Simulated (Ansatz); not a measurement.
Abridged output of a molecular run in Ansatz:

```
Functional definition: HF
1825 factors; integrals over basis functions are off by at most 1.1e-3 eV
mean field evaluation 1: about -23861.6985 eV, gradient 5.5e1 eV
mean field evaluation 2: about -23861.9471 eV, gradient 5.5e1 eV
mean field evaluation 4: about -23868.3417 eV, gradient 4.2e0 eV
mean field evaluation 8: about -23868.4576 eV, gradient 4.8e-1 eV
mean field evaluation 16: about -23868.4586 eV, gradient 1.2e-6 eV
mean field -23868.45864693 eV, -877.1496766522 hartree, gradient 1.2e-6 eV, S^2 0.000000; 0 other end points of the search recorded, 0 dependent functions left out
16 core orbitals not correlated: weight in the atoms' cores, before any rotation towards them, 1.000 or more for the frozen orbitals, at most 0.000 for the correlated occupied ones
reference -23868.45864693 eV, -877.1496766522 hartree; 19, 19 occupied and 245, 245 virtual orbitals, 1825 factors
second order -26.53770691 eV of doubles, -0.00000000 eV of singles
cycle   1  -26.50538974 eV  change    3.2e-2 eV  update   1.3e-1
cycle   2  -27.22690895 eV  change   -7.2e-1 eV  update   4.0e-2
cycle   3  -27.38540356 eV  change   -1.6e-1 eV  update   2.3e-2
cycle   4  -27.36764971 eV  change    1.8e-2 eV  update   6.0e-3
cycle   5  -27.36355340 eV  change    4.1e-3 eV  update   3.1e-3
cycle   6  -27.36483003 eV  change   -1.3e-3 eV  update   1.0e-3
cycle   7  -27.36444158 eV  change    3.9e-4 eV  update   5.2e-4
cycle   8  -27.36427826 eV  change    1.6e-4 eV  update   2.0e-4
cycle   9  -27.36438398 eV  change   -1.1e-4 eV  update   9.6e-5
cycle  10  -27.36438995 eV  change   -6.0e-6 eV  update   3.7e-5
perturbative correction -1.02746942 eV, -0.0377588049 hartree
Total energy: -23896.85050630 eV, -878.1930582394 hartree
```

Its atoms:

Z-matrix (Å, degrees):
```
Si
Al 1 2.444
N 1 1.724 2 87.0
H 1 1.496 2 117.5 3 116.3
H 1 1.496 2 117.5 3 -116.3
O 2 1.689 1 141.3 3 -180.0
Sn 2 2.666 1 79.6 3 -0.0
H 3 1.011 1 121.3 2 180.0
H 6 0.955 2 126.1 1 180.0
H 7 1.721 2 126.1 1 101.0
H 7 1.721 2 126.1 1 -101.0
```

Question: Which basis set was used?
A. def2-TZVPP
B. def2-SVP
C. def2-SVPD
D. def2-TZVPPD

Answer: A. It gives 280 functions.

Question: Write the keys of the input that set method, charge and spin (a neutral closed shell needs none for the last two).

Answer: 
```yaml
correlation: {method: ccsd_t}
```
